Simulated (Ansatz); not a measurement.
Relaxation of CH8OSi2 (12 atoms, charge 0, multiplicity 1), to a largest force component of 0.02 eV/Å in at most 40 steps.

Level of theory: RKS PBE0-D4/def2-SVP in Ansatz.

```xyz
12
Properties=species:S:1:pos:R:3:forces:R:3
Si 0.000 0.000 0.000 -0.05 0.72 0.45
O 0.000 0.000 1.680 -0.43 -0.31 -0.10
Si -1.315 -0.407 2.644 0.90 0.28 -0.28
H -2.239 -1.240 1.880 -0.47 -0.39 -0.36
H -0.851 -1.143 3.816 0.21 -0.29 0.48
H -1.999 0.809 3.073 -0.34 0.53 0.20
H 1.377 0.000 -0.486 0.63 -0.07 -0.05
C -0.881 1.526 -0.623 -0.14 0.07 -0.09
H -1.933 1.272 -0.867 0.26 0.26 0.05
H -0.862 2.311 0.162 -0.02 -0.14 -0.31
H -0.370 1.903 -1.534 -0.27 0.00 0.23
H -0.688 -1.191 -0.486 -0.29 -0.66 -0.21
```

Problem. Where does it end, and by what steps?

Solution. It converged. The force dipped under the threshold on the way, but the program's further checks kept it going. After 15 steps the energy has fallen by 0.186 eV; H4 moved furthest, 0.71 Å.

```json
{"step": "0", "energy less start (eV)": "0.0000", "largest force component (eV/Å)": "0.904", "accepted": "yes"}
{"step": "1", "energy less start (eV)": "-0.0934", "largest force component (eV/Å)": "0.428", "accepted": "yes"}
{"step": "2", "energy less start (eV)": "-0.1264", "largest force component (eV/Å)": "0.332", "accepted": "yes"}
{"step": "3", "energy less start (eV)": "-0.1676", "largest force component (eV/Å)": "0.321", "accepted": "yes"}
{"step": "4", "energy less start (eV)": "-0.1807", "largest force component (eV/Å)": "0.215", "accepted": "yes"}
{"step": "5", "energy less start (eV)": "-0.1832", "largest force component (eV/Å)": "0.009", "accepted": "yes"}
{"step": "6", "energy less start (eV)": "-0.1835", "largest force component (eV/Å)": "0.022", "accepted": "yes"}
{"step": "7", "energy less start (eV)": "-0.1837", "largest force component (eV/Å)": "0.028", "accepted": "yes"}
{"step": "8", "energy less start (eV)": "-0.1840", "largest force component (eV/Å)": "0.024", "accepted": "yes"}
{"step": "9", "energy less start (eV)": "-0.1845", "largest force component (eV/Å)": "0.040", "accepted": "yes"}
{"step": "10", "energy less start (eV)": "-0.1848", "largest force component (eV/Å)": "0.054", "accepted": "yes"}
{"step": "11", "energy less start (eV)": "-0.1852", "largest force component (eV/Å)": "0.053", "accepted": "yes"}
{"step": "12", "energy less start (eV)": "-0.1855", "largest force component (eV/Å)": "0.039", "accepted": "yes"}
{"step": "13", "energy less start (eV)": "-0.1858", "largest force component (eV/Å)": "0.029", "accepted": "yes"}
{"step": "14", "energy less start (eV)": "-0.1860", "largest force component (eV/Å)": "0.024", "accepted": "yes"}
{"step": "15", "energy less start (eV)": "-0.1861", "largest force component (eV/Å)": "0.016", "accepted": "yes"}
```

```xyz
12
Properties=species:S:1:pos:R:3
Si -0.067 0.040 -0.076
O -0.354 -0.115 1.554
Si -1.408 -0.549 2.750
H -2.176 -1.771 2.354
H -0.635 -0.834 3.994
H -2.377 0.559 3.018
H 1.411 -0.011 -0.279
C -0.757 1.655 -0.712
H -1.851 1.696 -0.591
H -0.319 2.508 -0.173
H -0.529 1.773 -1.784
H -0.698 -1.111 -0.797
```

Whether the end is a true minimum wasn't checked by a vibrational analysis.

Run time: 21 s on 4 threads of Arm Neoverse V2, on a shared host, peak memory 0.21 GiB.
